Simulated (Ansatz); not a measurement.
Molecule: difluoro(trifluoromethyl)borane, CBF$_{5}$, charge 0, multiplicity 1. 
Structure (B3LYP-D3(BJ)/def2-TZVP (Ansatz, an electronic-structure program) minimum search):
```
C
F 1 1.3441
F 1 1.3522 2 107.53
F 1 1.3524 2 107.52 3 -115.35
B 1 1.6155 2 112.91 3 122.37
F 5 1.3086 1 120.62 2 0.50
F 5 1.3094 6 120.32 1 -179.96
```

Computed values are from Ansatz. Cores are frozen in the correlated levels unless marked. Open shells are spin-unrestricted. Spin-orbit coupling is left out. No relativistic terms. Basis-set limits of correlation are two-point, X^-3; Hartree-Fock from the larger set. The bracket is a focal-point correction in the basis named.

### Question
What is the vertical triplet-singlet gap at RI-MP2/CBS(aug-cc-pVTZ,aug-cc-pVQZ)+[CCSD(T)-MP2]/aug-cc-pVTZ?

### Answer
7.74 eV.

### Question
What is the dipole moment at CCSD(T)/aug-cc-pVDZ?

### Answer
0.96 D.

### Question
What is the total energy at CCSD(T)/CBS(aug-cc-pVTZ,aug-cc-pVQZ)?

### Answer
-561.9121 Eh.

### Question
What is the atomisation energy De at CCSD(T)/CBS(aug-cc-pVTZ,aug-cc-pVQZ)?

### Answer
3126.3 kJ/mol.

### Question
What is the vertical ionisation energy (to the doublet) at RI-MP2/CBS(aug-cc-pVTZ,aug-cc-pVQZ)+[CCSD(T)-MP2]/aug-cc-pVTZ?

### Answer
14.00 eV.
